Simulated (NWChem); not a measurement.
The numbers come from NWChem runs, not from measurements. System: C3H5O, charge 0, spin multiplicity 2, at a geometry optimised with UPBE/def2-SVP. The structure started from a generated list of species. Its SCF solution wasn't tested for a lower state. Level: UBP86/def2-TZVP.

The NWChem input:

```
start mol
memory heap 200 mb stack 900 mb global 1100 mb
geometry units angstroms nocenter noautoz noautosym
  C     -1.765077    -0.094070    -0.206169
  C     -0.294882    -0.442768    -0.422907
  C      0.681587     0.459288     0.311625
  O      1.848147     0.289617     0.497778
  H     -2.420831    -0.765703    -0.794011
  H     -2.047209    -0.192112     0.861090
  H     -1.976562     0.949598    -0.512568
  H     -0.058538    -1.492905    -0.135110
  H     -0.011802    -0.350522    -1.496919
end
basis spherical
  * library def2-tzvp
end
dft
  xc becke88 perdew86
  odft
  mult 2
  semidirect memsize 60000000 filesize 0
  iterations 100
end
task dft energy
```

Part of the output:

```
             Northwest Computational Chemistry Package (NWChem) 7.3.0
             --------------------------------------------------------

                                NWChem Input Module
                                -------------------

 Scaling coordinates for geometry "geometry" by  1.889725989
 (inverse scale =  0.529177249)

                             Geometry "geometry" -> ""
                             -------------------------

 Output coordinates in angstroms (scale by  1.889725989 to convert to a.u.)

  No.       Tag          Charge          X              Y              Z
 ---- ---------------- ---------- -------------- -------------- --------------
    1 C                    6.0000    -1.76507700    -0.09407000    -0.20616900
    2 C                    6.0000    -0.29488200    -0.44276800    -0.42290700
    3 C                    6.0000     0.68158700     0.45928800     0.31162500
    4 O                    8.0000     1.84814700     0.28961700     0.49777800
    5 H                    1.0000    -2.42083100    -0.76570300    -0.79401100
    6 H                    1.0000    -2.04720900    -0.19211200     0.86109000
    7 H                    1.0000    -1.97656200     0.94959800    -0.51256800
    8 H                    1.0000    -0.05853800    -1.49290500    -0.13511000
    9 H                    1.0000    -0.01180200    -0.35052200    -1.49691900

 Effective nuclear repulsion energy (a.u.)     107.1674877221

            Nuclear Dipole moment (a.u.)
            ----------------------------
        X                 Y               Z
 ---------------- ---------------- ----------------
     0.0000037795    -0.0000151178    -0.0000000000


 Summary of "ao basis" -> "" (spherical)
 ------------------------------------------------------------------------------
       Tag                 Description            Shells   Functions and Types
 ---------------- ------------------------------  ------  ---------------------
 *                         def2-tzvp                  on all atoms

  perdew86 is a nonlocal functional; adding perdew81 local functional.

                                 NWChem DFT Module
                                 -----------------

 Summary of "ao basis" -> "ao basis" (spherical)
 ------------------------------------------------------------------------------
       Tag                 Description            Shells   Functions and Types
 ---------------- ------------------------------  ------  ---------------------
 C                         def2-tzvp                11       31   5s3p2d1f
 O                         def2-tzvp                11       31   5s3p2d1f
 H                         def2-tzvp                 4        6   3s1p

 Summary of "ao basis" -> "ao basis" (spherical)
 ------------------------------------------------------------------------------
       Tag                 Description            Shells   Functions and Types
 ---------------- ------------------------------  ------  ---------------------
 C                         def2-tzvp                11       31   5s3p2d1f
 O                         def2-tzvp                11       31   5s3p2d1f
 H                         def2-tzvp                 4        6   3s1p

            General Information
            -------------------
          SCF calculation type: DFT
          Wavefunction type:  spin polarized.
          No. of atoms     :     9
          No. of electrons :    31
           Alpha electrons :    16
            Beta electrons :    15
[...]
              MO Center=  7.7D-01,  2.7D-01,  2.1D-01, r^2= 2.1D+00
   Bfn.  Coefficient  Atom+Function         Bfn.  Coefficient  Atom+Function
  ----- ------------  ---------------      ----- ------------  ---------------
   151      0.428649  9 H  s                145     -0.374160  8 H  s
    70      0.330200  3 C  pz                73      0.330538  3 C  pz
    76      0.291348  3 C  pz               107     -0.272950  4 O  pz
   101     -0.253598  4 O  pz                44     -0.239027  2 C  py
   104     -0.210323  4 O  pz                72     -0.183906  3 C  py

 Vector   18  Occ=0.000000D+00  E= 2.621075D-02
              MO Center= -1.2D+00, -4.8D-01, -5.7D-01, r^2= 6.1D+00
   Bfn.  Coefficient  Atom+Function         Bfn.  Coefficient  Atom+Function
  ----- ------------  ---------------      ----- ------------  ---------------
     5      3.118004  1 C  s                 36      2.049840  2 C  s
   151     -1.395336  9 H  s                127     -1.289604  5 H  s
   145     -1.276618  8 H  s                139     -1.247791  7 H  s
   133     -1.228837  6 H  s                 43      0.712201  2 C  px
    67     -0.583892  3 C  s                 44     -0.441051  2 C  py

   alpha - beta orbital overlaps
   -----------------------------

   alpha      1      2      3      4      5      6      7      8      9     10
    beta      1      2      3      4      5      6      7      8      9     10
 overlap   1.000  1.000  1.000  1.000  1.000  0.999  0.998  0.994  0.998  0.991

   alpha     11     12     13     14     15     16     17     18     19     20
    beta     11     12     13     14     14     16     17     18     19     20
 overlap   0.950  0.985  0.990  0.676  0.718  0.992  0.999  0.995  0.998  0.998

   alpha     21     22     23     24     25     26     27     28     29     30
    beta     21     22     23     24     25     26     27     28     29     30
 overlap   0.998  0.997  0.992  0.995  0.977  0.974  0.998  0.931  0.950  0.995

   alpha     31     32     33     34     35     36     37     38     39     40
    beta     31     32     33     34     35     36     37     38     39     40
 overlap   0.981  0.989  0.980  0.961  0.977  0.995  0.985  0.985  0.975  0.981

   alpha     41     42     43     44     45     46     47     48     49     50
    beta     41     42     43     44     45     46     47     48     49     50
 overlap   0.985  0.982  0.989  0.997  0.992  0.997  0.996  0.970  0.966  0.998

   alpha     51     52     53     54     55     56     57     58     59     60
    beta     51     52     53     54     55     56     57     58     59     60
 overlap   0.989  0.994  0.995  0.985  0.988  0.998  0.997  0.999  0.999  0.997

   alpha     61     62     63     64     65     66     67     68     69     70
    beta     61     62     63     64     65     66     67     68     69     70
 overlap   0.990  0.808  0.847  0.923  0.972  0.997  0.904  0.888  0.942  0.984

   alpha     71     72     73     74     75     76     77     78     79     80
    beta     71     72     73     74     75     76     77     78     79     80
 overlap   0.997  0.996  0.998  0.990  0.988  0.996  0.997  0.995  0.992  0.999

   alpha     81     82     83     84     85     86     87     88     89     90
    beta     81     82     83     84     85     86     87     88     89     90
 overlap   0.997  0.998  0.999  0.999  0.998  0.999  0.994  0.998  0.995  0.987

   alpha     91     92     93     94     95     96     97     98     99    100
    beta     91     92     93     94     95     96     97     98     99    100
 overlap   0.987  0.998  0.994  0.995  0.999  0.998  0.997  0.993  0.992  0.996

   alpha    101    102    103    104    105    106    107    108    109    110
    beta    101    102    104    103    105    106    107    108    109    110
 overlap   0.995  0.999  0.881  0.912  0.972  0.827  0.784  0.927  0.975  0.682

   alpha    111    112    113    114    115    116    117    118    119    120
    beta    110    112    113    114    115    116    117    119    118    120
 overlap   0.721  0.978  0.993  0.987  0.980  0.991  0.995  0.874  0.882  0.996

   alpha    121    122    123    124    125    126    127    128    129    130
    beta    121    122    123    124    125    126    127    128    129    130
 overlap   0.997  0.996  0.998  0.997  0.999  0.990  0.989  0.999  0.996  0.999

   alpha    131    132    133    134    135    136    137    138    139    140
    beta    131    132    133    134    135    136    137    138    139    140
 overlap   1.000  0.999  1.000  1.000  0.998  0.997  1.000  1.000  1.000  1.000

   alpha    141    142    143    144    145    146    147    148    149    150
    beta    141    142    143    144    145    146    147    148    149    150
 overlap   1.000  1.000  1.000  0.948  0.938  0.991  0.997  1.000  1.000  1.000

   alpha    151    152    153    154
    beta    151    152    153    154
 overlap   1.000  1.000  1.000  1.000

     --------------------------
     Expectation value of S2:
     --------------------------
      <S2> =      0.7519 (Exact =     0.7500)

 center of mass
 --------------
 x =   0.21386088 y =   0.06082164 z =   0.06821245

 moments of inertia (a.u.)
 ------------------
          77.899903731627         -57.617476632358         -86.067455258314
         -57.617476632358         441.428034136926         -25.441852822491
         -86.067455258314         -25.441852822491         436.231477303453

     Multipole analysis of the density
     ---------------------------------

     L   x y z        total         alpha         beta         nuclear
     -   - - -        -----         -----         ----         -------
     0   0 0 0     -0.000000    -16.000000    -15.000000     31.000000

     1   1 0 0     -0.807031     -1.073646      0.266611      0.000004
     1   0 1 0     -0.417539     -0.686175      0.268651     -0.000015
     1   0 0 1     -0.435515     -0.548882      0.113367     -0.000000

     2   2 0 0    -21.057560   -125.746007   -121.321027    226.009474
     2   1 1 0     -0.354288    -15.757221    -14.599212     30.002145
     2   1 0 1     -0.814072    -23.812715    -22.581840     45.580483
     2   0 2 0    -18.713087    -23.588026    -20.274739     25.149679
     2   0 1 1     -0.557717     -7.979400     -6.627470     14.049154
     2   0 0 2    -18.038940    -23.798149    -22.047730     27.806938

 Task  times  cpu:       25.5s     wall:       25.5s

 Total times  cpu:       25.5s     wall:       25.5s
```
